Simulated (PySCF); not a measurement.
A structure optimised at PBE-D3(BJ)/def2-SVP, used in a PySCF frequency run:

```
C
F 1 1.3557
F 1 1.3557 2 107.31
F 1 1.3557 2 107.31 3 115.06
C 1 1.5081 2 111.56 3 -122.47
H 5 1.1055 1 109.62 2 60.00
H 5 1.1055 6 109.33 1 -120.18
H 5 1.1055 6 109.33 7 -119.65
```

Question: Write its SMILES, formula and point group.

Answer: CC(F)(F)F, C2H3F3, C3v

Question: What are its rotational constants (standard atomic weights)?

Answer: 5.3828, 5.1136, 5.1136 GHz
